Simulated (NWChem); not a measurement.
System: Si2H5O2F; SMILES O[SiH2]O[SiH2]F

NWChem printed, in part:

```
             Northwest Computational Chemistry Package (NWChem) 7.3.0
             --------------------------------------------------------

                             Geometry "geometry" -> ""
                             -------------------------

 Output coordinates in angstroms (scale by  1.889725989 to convert to a.u.)

  No.       Tag          Charge          X              Y              Z
 ---- ---------------- ---------- -------------- -------------- --------------
    1 O                    8.0000     1.16940000     1.45095300     0.40338700
    2 Si                  14.0000    -0.40993100     1.51460600    -0.08701000
    3 O                    8.0000    -1.05906600    -0.02731900    -0.07679700
    4 Si                  14.0000    -0.42565500    -1.53993300     0.00088000
    5 F                    9.0000     1.11405600    -1.43510900    -0.53562200
    6 H                    1.0000     1.73614300     0.82754000    -0.06567900
    7 H                    1.0000    -1.13204700     2.35693600     0.89500800
    8 H                    1.0000    -0.55530600     2.03371000    -1.47551500
    9 H                    1.0000    -1.16561500    -2.44635200    -0.90882300
   10 H                    1.0000    -0.36884700    -2.03973200     1.39644700

 Effective nuclear repulsion energy (a.u.)     319.0616065947

                                 NWChem DFT Module
                                 -----------------

 Summary of "ao basis" -> "ao basis" (spherical)
 ------------------------------------------------------------------------------
       Tag                 Description            Shells   Functions and Types
 ---------------- ------------------------------  ------  ---------------------
 O                          def2-svp                 6       14   3s2p1d
 Si                         def2-svp                 8       18   4s3p1d
 F                          def2-svp                 6       14   3s2p1d
 H                          def2-svp                 3        5   2s1p

 in cosmo_initialize ...
 calling solv_data for solv:h2o

 solvent parameters
 solvname_short: h2o
 solvname_long:  water
 dielec:       78.4000
 dielecinf:     1.7769
 aqueous SMD model solvent descriptors
 dielec:       78.4000
 sola:          0.8200

          ---------------
          -cosmo- solvent
          ---------------
 Cosmo: York-Karplus, doi: 10.1021/jp992097l
 dielectric constant -eps-     =  78.40
 screen = (eps-1)/(eps    )    =   0.98724
 surface charge correction     = lagrangian

   van der Waals surface
 --------------------------

 ---------- ATOMIC COORDINATES (A.U.) ------------ VDWR(ANG.) --
     1    2.20984557    2.74190359    0.76229090     1.520
     2   -0.77465726    2.86219032   -0.16442506     2.470
     3   -2.00134454   -0.05162542   -0.14512529     1.520
     4   -0.80437132   -2.91005141    0.00166296     2.470
     5    2.10526058   -2.71196277   -1.01217881     1.730
     6    3.28083455    1.56382384   -0.12411531     1.200
     7   -2.13925864    4.45396321    1.69131988     1.200
     8   -1.04937618    3.84315464   -2.78831904     1.200
     9   -2.20269296   -4.62293495   -1.71742644     1.200
    10   -0.69701976   -3.85453457    2.63890219     1.200
 number of segments per atom =        128
 number of   points per atom =        128
 atom (   nspa,  nppa )
 ----------------------
    1 (     43,     0 )       0
    2 (     88,     0 )       0
    3 (     15,     0 )       0
    4 (     82,     0 )       0
    5 (     61,     0 )       0
    6 (     50,     0 )       0
    7 (     33,     0 )       0
    8 (     30,     0 )       0
    9 (     33,     0 )       0
   10 (     31,     0 )       0
 number of -cosmo- surface points =      466
 molecular surface =    134.350 angstrom**2
 molecular volume  =    126.032 angstrom**3
 -lineq- algorithm             =   0
 -bem- low  level              =   3
 -bem- from -octahedral-
 gaussian surface charge width =   4.50000
 degree of switching           =   1.00000
 switching function tolerance  =   0.00010
 atomic radii =
 --------------
    1  8.000  1.520
    2 14.000  2.470
    3  8.000  1.520
    4 14.000  2.470
    5  9.000  1.730
    6  1.000  1.200
    7  1.000  1.200
    8  1.000  1.200
    9  1.000  1.200
   10  1.000  1.200
 ...... end of -cosmo- initialization ......

 nat:                    10
 ixmem:                  5529
 calling mnsol_interface()
 G(SMD-CDS) energy (kcal/mol)  =     3.277
 SMD-CDS SASA (angstrom**2)    =   154.421

            General Information
            -------------------
          SCF calculation type: DFT
          Wavefunction type:  closed shell.
          No. of atoms     :    10
          No. of electrons :    58
           Alpha electrons :    29
            Beta electrons :    29
          Charge           :     0
          Spin multiplicity:     1
          Use of symmetry is: off; symmetry adaption is: off
          Maximum number of iterations: 150
          AO basis - number of functions:   103
                     number of shells:    49
          Convergence on energy requested:  1.00D-06
          Convergence on density requested:  1.00D-05
          Convergence on gradient requested:  5.00D-04

              XC Information
              --------------
                         PBE0 Method XC Functional
                     Hartree-Fock (Exact) Exchange  0.250
          PerdewBurkeErnzerhof Exchange Functional  0.750
            Perdew 1991 LDA Correlation Functional  1.000 local
           PerdewBurkeErnz. Correlation Functional  1.000 non-local

             Grid Information
             ----------------
          Grid used for XC integration:  medium
          Radial quadrature: Mura-Knowles
          Angular quadrature: Lebedev.
          Tag              B.-S. Rad. Rad. Pts. Rad. Cut. Ang. Pts.
          ---              ---------- --------- --------- ---------
          O                   0.60       49          12.0       434
          Si                  1.10       88          11.0       590
          F                   0.50       49          12.0       434
          H                   0.35       45          12.0       434
          Grid pruning is: on
          Number of quadrature shells:   548
          Spatial weights used:  Erf1

      Superposition of Atomic Density Guess
      -------------------------------------

 Sum of atomic energies:        -828.64830282

      Non-variational initial energy
      ------------------------------

 Total energy =    -830.024439
 1-e energy   =   -1783.957824
 2-e energy   =     634.871778
 HOMO         =      -0.373056
 LUMO         =       0.064627

   convergence    iter        energy       DeltaE   RMS-Dens  Diis-err
 ---------------- ----- ----------------- --------- --------- ---------
     COSMO gas phase
 d= 0,ls=0.0,diis     1   -831.4622894157 -1.15D+03  1.43D-02  1.08D+00
 d= 0,ls=0.0,diis     2   -831.4052302829  5.71D-02  7.48D-03  1.91D+00
 d= 0,ls=0.0,diis     3   -831.5802212667 -1.75D-01  9.96D-04  1.54D-02
 d= 0,ls=0.0,diis     4   -831.5815072309 -1.29D-03  3.46D-04  1.78D-03
 d= 0,ls=0.0,diis     5   -831.5816411515 -1.34D-04  1.14D-04  5.58D-04
  Resetting Diis
 d= 0,ls=0.0,diis     6   -831.5816906124 -4.95D-05  1.89D-05  4.92D-06
 d= 0,ls=0.0,diis     7   -831.5816910645 -4.52D-07  1.21D-05  1.01D-06
 d= 0,ls=0.0,diis     8   -831.5816909500  1.14D-07  7.27D-06  2.30D-06

   convergence    iter        energy       DeltaE   RMS-Dens  Diis-err
 ---------------- ----- ----------------- --------- --------- ---------
     COSMO solvation phase
 d= 0,ls=0.0,diis     1   -831.5841397314 -2.45D-03  8.46D-04  3.07D-03
 d= 0,ls=0.0,diis     2   -831.5847217472 -5.82D-04  2.57D-04  1.18D-03
 d= 0,ls=0.0,diis     3   -831.5847943150 -7.26D-05  1.11D-04  3.87D-04
 d= 0,ls=0.0,diis     4   -831.5848302304 -3.59D-05  2.01D-05  9.77D-06
 d= 0,ls=0.0,diis     5   -831.5848311296 -8.99D-07  4.90D-06  3.53D-07

         Total DFT energy =     -831.584831129562
      One electron energy =    -1787.442123306821
           Coulomb energy =      707.710125337289
    Exchange-Corr. energy =      -71.011478789694
 Nuclear repulsion energy =      319.061606594712

             COSMO energy =        0.097039034951

 Numeric. integr. density =       57.999970368260

                                COSMO-SMD solvation results
                                ---------------------------

             internal energy in gas <Psi(g)|H|Psi(g)> =      -831.581690949978
         internal energy in solvent <Psi(s)|H|Psi(s)> =      -831.580916569488
                               delta internal energy  =         0.000774380490 (    0.49 kcal/mol)
   total free energy in solvent <Psi(s)|H+V/2|Psi(s)> =      -831.590052889483
 polarization energy contribution <Psi(s)|V/2|Psi(s)> =        -0.009136319995 (   -5.73 kcal/mol)
    total free energy in solvent including G(SMD-CDS) =      -831.584831129562
                       G(SMD-CDS) energy contribution =         0.005221759921 (    3.28 kcal/mol)
     1 M fixed-concentration free energy of solvation =        -0.003140179585 (   -1.97 kcal/mol)

                       DFT Final Molecular Orbital Analysis
                       ------------------------------------

 Vector   27  Occ=2.000000D+00  E=-3.682712D-01
              MO Center=  1.8D-01,  3.4D-01,  2.3D-01, r^2= 4.9D+00
   Bfn.  Coefficient  Atom+Function         Bfn.  Coefficient  Atom+Function
  ----- ------------  ---------------      ----- ------------  ---------------
     5      0.345244   1 O  py                8      0.254457   1 O  py
     4      0.207263   1 O  px               99      0.196644  10 H  s
    36      0.185901   3 O  px                7      0.158829   1 O  px
    56      0.159308   4 Si pz               70      0.152882   5 F  pz
    94     -0.150697   9 H  s                39      0.142598   3 O  px

 Vector   28  Occ=2.000000D+00  E=-3.381901D-01
              MO Center=  3.5D-02,  4.9D-02,  7.7D-02, r^2= 4.9D+00
   Bfn.  Coefficient  Atom+Function         Bfn.  Coefficient  Atom+Function
  ----- ------------  ---------------      ----- ------------  ---------------
     5      0.290595   1 O  py                6     -0.256225   1 O  pz
     8      0.223773   1 O  py               94      0.208304   9 H  s
     9     -0.199316   1 O  pz               36      0.196034   3 O  px
    99     -0.187694  10 H  s                38      0.175445   3 O  pz
    39      0.152654   3 O  px               95      0.146975   9 H  s

 Vector   29  Occ=2.000000D+00  E=-3.193894D-01
              MO Center= -5.5D-01,  7.3D-01, -1.3D-01, r^2= 4.7D+00
   Bfn.  Coefficient  Atom+Function         Bfn.  Coefficient  Atom+Function
  ----- ------------  ---------------      ----- ------------  ---------------
    38      0.325011   3 O  pz               89      0.273344   8 H  s
    41      0.246736   3 O  pz               90      0.233238   8 H  s
    84     -0.221436   7 H  s                 6      0.213806   1 O  pz
    85     -0.191275   7 H  s                24     -0.170659   2 Si pz
    99     -0.168344  10 H  s               100     -0.157655  10 H  s

 Vector   30  Occ=0.000000D+00  E= 3.078748D-02
              MO Center= -5.2D-01, -7.0D-01,  2.6D-02, r^2= 5.7D+00
   Bfn.  Coefficient  Atom+Function         Bfn.  Coefficient  Atom+Function
  ----- ------------  ---------------      ----- ------------  ---------------
    57      0.760578   4 Si px               35      0.617630   3 O  s
    26      0.377008   2 Si py               25      0.349669   2 Si px
    58     -0.328418   4 Si py               67     -0.311462   5 F  s
     3     -0.283455   1 O  s                54      0.213563   4 Si px
    59     -0.183980   4 Si pz               17     -0.176867   2 Si s

 Vector   31  Occ=0.000000D+00  E= 5.139794D-02
              MO Center= -4.9D-01, -1.2D-01, -1.3D-01, r^2= 5.5D+00
   Bfn.  Coefficient  Atom+Function         Bfn.  Coefficient  Atom+Function
  ----- ------------  ---------------      ----- ------------  ---------------
    25      0.665306   2 Si px               57     -0.643351   4 Si px
    35      0.442601   3 O  s                58     -0.437831   4 Si py
    67      0.367662   5 F  s                26      0.361961   2 Si py
    59      0.350677   4 Si pz                3     -0.294219   1 O  s
   100     -0.245514  10 H  s                95     -0.194632   9 H  s

 Vector   32  Occ=0.000000D+00  E= 5.460653D-02
              MO Center=  6.3D-02,  6.4D-01, -7.4D-02, r^2= 4.7D+00
   Bfn.  Coefficient  Atom+Function         Bfn.  Coefficient  Atom+Function
  ----- ------------  ---------------      ----- ------------  ---------------
    25     -0.723623   2 Si px                3      0.699120   1 O  s
    58     -0.421121   4 Si py               35      0.362308   3 O  s
    26      0.344628   2 Si py               80     -0.334004   6 H  s
    27     -0.298113   2 Si pz               50     -0.243779   4 Si s
    18     -0.239194   2 Si s                90     -0.223714   8 H  s

     Multipole analysis of the density
     ---------------------------------

     L   x y z        total         alpha         beta         nuclear
     -   - - -        -----         -----         ----         -------
     0   0 0 0     -0.000000    -29.000000    -29.000000     58.000000

     1   1 0 0     -0.200659      2.048950      2.048950     -4.298560
     1   0 1 0     -0.424924      0.873550      0.873550     -2.172023
     1   0 0 1     -0.223155      3.263719      3.263719     -6.750593

     2   2 0 0    -32.871592    -91.554878    -91.554878    150.238164
     2   1 1 0      0.228871     -1.927723     -1.927723      4.084317
     2   1 0 1     -1.015225     -0.122883     -0.122883     -0.769459
     2   0 2 0    -32.097809   -232.492842   -232.492842    432.887875
     2   0 1 1     -1.750023    -15.485194    -15.485194     29.220364
     2   0 0 2    -33.185676    -34.083003    -34.083003     34.980330
```

Level: PBE0/def2-SVP, SMD on the gas-phase geometry. The geometry was optimised at PBE0/def2-SVP. Solvent: water.

Question: Write an input that gives this output.

Answer: One answer among several that fit: the input that was run:
```
start job
memory heap 200 mb stack 900 mb global 1100 mb
geometry units angstroms noautosym nocenter noautoz
  O      1.169400     1.450953     0.403387
  Si    -0.409931     1.514606    -0.087010
  O     -1.059066    -0.027319    -0.076797
  Si    -0.425655    -1.539933     0.000880
  F      1.114056    -1.435109    -0.535622
  H      1.736143     0.827540    -0.065679
  H     -1.132047     2.356936     0.895008
  H     -0.555306     2.033710    -1.475515
  H     -1.165615    -2.446352    -0.908823
  H     -0.368847    -2.039732     1.396447
end
basis spherical
  * library def2-svp
end
dft
  xc pbe0
  iterations 150
end
cosmo
  do_cosmo_smd true
  solvent water
end
task dft energy
```
